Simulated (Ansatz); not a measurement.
`F[SiH]1N=C1S` + H–F → `FC1=N[SiH]1F` + H₂S at 500 K and 1 bar (substitution at a C–S bond).

Gas-phase electronic energies from Ansatz, PBE0-D4/def2-TZVP geometries. CCSD(T)/CBS adds triple-zeta CCSD(T) − MP2 to the extrapolated MP2 energy (def2 sets, frozen cores). This one scheme is used for every species. One conformer a species, not always the lowest.

| species | CCSD(T)/CBS energy (Eh) | H − E (kJ/mol) | S (J/(mol·K)) |
| --- | --- | --- | --- |
| `F[SiH]1N=C1S` | -880.61507 | 119.7 | 371.9 |
| H–F | -100.39570 | 39.4 | 188.7 |
| `FC1=N[SiH]1F` | -582.02075 | 96.0 | 347.0 |
| H₂S | -398.97279 | 57.0 | 224.0 |

H − E and S are ideal-gas, rigid-rotor, harmonic terms from PBE0-D4/def2-TZVP, for one conformer and one mirror image of each species. 1 Eh = 2625.50 kJ/mol, R = 8.31446 J/(mol·K).

Question: By hand: ΔE, ΔH, ΔS and ΔG.

Answer: ΔE = (-582.02075) + (-398.97279) − (-880.61507) − (-100.39570) = 0.01723 Eh = 45.2 kJ/mol. Δ(H − E) = 96.0 + 57.0 − 119.7 − 39.4 = -6.1, so ΔH = 39.1 kJ/mol. ΔS = 347.0 + 224.0 − 371.9 − 188.7 = 10.4 J/(mol·K). ΔG = 39.1 − 500 × (10.4)/1000 = 33.9 kJ/mol.

Question: By hand: the equilibrium constant, and the temperature at which ΔG would vanish if ΔH and ΔS stayed fixed.

Answer: log₁₀ K = −ΔG/(RT ln 10) = -3.5. ΔG = 0 at ΔH/ΔS = 3760 K, far beyond where these terms or the molecules hold.

The number of gas molecules stays the same, so ΔS is small and ΔH decides. A doubt of 5 kJ/mol in ΔE shifts log₁₀ K by 0.5 here. Other conformers and mirror images would add mixing entropy, several J/(mol·K) or more a flexible species. These are equilibria of isolated gas molecules and say nothing of rates. Largest T1 diagnostic: 0.015 (customary marks: 0.02 for closed shells, 0.045 for open ones).
